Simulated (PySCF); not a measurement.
Species: C5H16N2Si2.
SMILES with atom numbers: `[CH3:1][C@@H:2]1[CH2:3][SiH2:4][NH:5][Si@@H:6]1[N:7]([CH3:8])[CH3:9]`

Cartesian coordinates in Å at the PBE0-D3(BJ)/def2-SVP level; atoms count from 1:
```
atom  x, y, z in Å
C1    -1.8209   -1.7574    1.1399
C2    -1.7729   -0.2752    0.7856
C3    -2.4438    0.0589   -0.5618
Si4   -1.8850    1.7909   -1.0671
N5    -0.3030    1.7772   -0.3294
Si6   -0.0142    0.4566    0.7683
N7     1.2595   -0.5802    0.2051
C8     2.1411   -1.2899    1.0916
C9     1.3327   -0.9952   -1.1709
H10   -1.2675   -2.3586    0.3996
H11   -2.8559   -2.1372    1.1669
H12   -1.3692   -1.9576    2.1254
H13   -2.2990    0.2939    1.5771
H14   -2.0918   -0.6434   -1.3397
H15   -3.5407   -0.0512   -0.5187
H16   -2.7851    2.8637   -0.5280
H17   -1.8178    1.9900   -2.5509
H18    0.3940    2.4928   -0.5035
H19    0.4187    0.8528    2.1453
H20    3.1973   -1.1949    0.7709
H21    1.9152   -2.3745    1.1442
H22    2.0682   -0.8871    2.1134
H23    1.0175   -2.0483   -1.3206
H24    0.6916   -0.3562   -1.7969
H25    2.3649   -0.9073   -1.5619
```

Definitions: NICS(0) = −σiso at the ring centroid; NICS(1) = −σiso and NICS(1)zz = −σzz at ±1 Å along the ring normal z. Level: GIAO KT3/pcSseg-1 (PySCF, non-relativistic, gas phase) on the PBE0-D3(BJ)/def2-SVP geometry, one conformer.

Ring bond lengths (Å): C2–C3 1.542, C3–Si4 1.889, Si4–N5 1.746, N5–Si6 1.741, Si6–C2 1.905.

Problem. Give the NICS values of each ring in ppm.

Solution. 
```csv
ring,type,NICS(0),"NICS(1), two faces","NICS(1)zz, two faces",rms pucker (Å),"centre to ring atoms, mean (Å)"
C2–C3–Si4–N5–Si6,5-membered ring with N and 2 Si; formal bonds all single,-5.6,-3.0 / -3.3,-0.9 / -1.6,0.17,1.48
```

Problem. What can be read from them?

Solution. 
- C2–C3–Si4–N5–Si6: mean NICS(1)zz -1.2 ppm, near zero. C2, C3, Si4, Si6 have four or more neighbours; no verdict on aromaticity is drawn.

Problem. How do the values depend on the level or the medium?

Solution. 
| level | NICS(0), C2–C3–Si4–N5–Si6 | mean NICS(1)zz, C2–C3–Si4–N5–Si6 |
| --- | --- | --- |
| KT3/pcSseg-1, gas | -5.6 | -1.2 |
| PBE0/pcSseg-1, gas | -5.6 | -1.3 |
| PBE0/pcSseg-1, IEF-PCM dichloromethane | -5.6 | -1.3 |
| PBE0/pcSseg-1, IEF-PCM tetrahydrofuran | -5.6 | -1.3 |

The geometry is the same throughout; the continuum's cavity takes Bondi-type radii × 1.2.
